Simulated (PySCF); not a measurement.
## 3-tert-butylfuran, C₈H₁₂O

Geometry:
```json
{"atom": "C1", "x (Å)": "-1.589", "y (Å)": "-0.852", "z (Å)": "-0.841"}
{"atom": "C2", "x (Å)": "-0.799", "y (Å)": "0.123", "z (Å)": "0.042"}
{"atom": "C3", "x (Å)": "-0.935", "y (Å)": "1.545", "z (Å)": "-0.518"}
{"atom": "C4", "x (Å)": "-1.363", "y (Å)": "0.085", "z (Å)": "1.464"}
{"atom": "C5", "x (Å)": "0.658", "y (Å)": "-0.275", "z (Å)": "0.042"}
{"atom": "C6", "x (Å)": "1.527", "y (Å)": "-0.358", "z (Å)": "-1.101"}
{"atom": "C7", "x (Å)": "2.742", "y (Å)": "-0.754", "z (Å)": "-0.631"}
{"atom": "O8", "x (Å)": "2.697", "y (Å)": "-0.922", "z (Å)": "0.704"}
{"atom": "C9", "x (Å)": "1.439", "y (Å)": "-0.632", "z (Å)": "1.104"}
{"atom": "H10", "x (Å)": "-2.656", "y (Å)": "-0.579", "z (Å)": "-0.862"}
{"atom": "H11", "x (Å)": "-1.504", "y (Å)": "-1.882", "z (Å)": "-0.463"}
{"atom": "H12", "x (Å)": "-1.218", "y (Å)": "-0.844", "z (Å)": "-1.878"}
{"atom": "H13", "x (Å)": "-0.550", "y (Å)": "1.609", "z (Å)": "-1.547"}
{"atom": "H14", "x (Å)": "-0.372", "y (Å)": "2.264", "z (Å)": "0.096"}
{"atom": "H15", "x (Å)": "-1.992", "y (Å)": "1.856", "z (Å)": "-0.533"}
{"atom": "H16", "x (Å)": "-2.425", "y (Å)": "0.375", "z (Å)": "1.463"}
{"atom": "H17", "x (Å)": "-1.291", "y (Å)": "-0.926", "z (Å)": "1.895"}
{"atom": "H18", "x (Å)": "-0.825", "y (Å)": "0.781", "z (Å)": "2.126"}
{"atom": "H19", "x (Å)": "1.277", "y (Å)": "-0.150", "z (Å)": "-2.139"}
{"atom": "H20", "x (Å)": "3.698", "y (Å)": "-0.951", "z (Å)": "-1.110"}
{"atom": "H21", "x (Å)": "1.247", "y (Å)": "-0.723", "z (Å)": "2.169"}
```

The calculation used TDDFT CAM-B3LYP/aug-cc-pVDZ excited states, vertical, gas phase in PySCF 2.14.0. Geometry: PBE0-D3(BJ)/def2-SVP.

**Question.** How strongly do the lowest singlets absorb one photon, and two photons of half the energy?

**Answer.** δ for parallel linear polarisation; σ at the peak of a Lorentzian of half width 0.1 eV, single beam; Ω is circular over linear.
```csv
state,E (eV),f,photon λ (nm),δ (au),σ (GM),Ω,main
S1,5.80,0.000,428,135,1.66,1.50,"HOMO→LUMO 0.69, HOMO→LUMO+1 0.13"
S2,6.04,0.144,411,30.9,0.41,1.50,"HOMO→LUMO+5 0.68, HOMO→LUMO+3 0.15"
S3,6.28,0.028,395,8.55,0.12,1.50,"HOMO→LUMO+1 0.54, HOMO→LUMO+2 0.22"
S4,6.48,0.001,382,8,0.12,1.50,"HOMO→LUMO+2 0.50, HOMO→LUMO 0.15"
S5,6.67,0.001,372,56.1,0.91,0.32,"HOMO→LUMO+3 0.53, HOMO→LUMO+9 0.19"
S6,6.82,0.002,364,21.8,0.37,1.50,"HOMO→LUMO+6 0.41, HOMO→LUMO+7 0.20"
```

Among these, the strongest one-photon state is S2, the strongest two-photon state S1, with a dipole change of 2.3 D (relaxed, norm of the difference vector).
